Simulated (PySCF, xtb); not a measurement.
Si(H)2(OH)(SMe) (CH6OSSi), SMILES CS[SiH2]O.

GFN2-xTB (xtb) at its own geometry gives an orbital gap of 4.27 eV and a dipole moment of 1.46 D.

The structure is a stationary point at ωB97X-D3(BJ)/def2-SVP. This is a generated structure with no PubChem entry under its InChIKey; it may be hypothetical. Other conformers were not sampled.

**Question.** What does r2SCAN/def2-TZVP (PySCF) give? (The exact figures need the calculation; the answer reports its results.)

**Answer.** gap 5.38 eV (levels -6.07 and -0.69 eV), dipole 2.06 D.
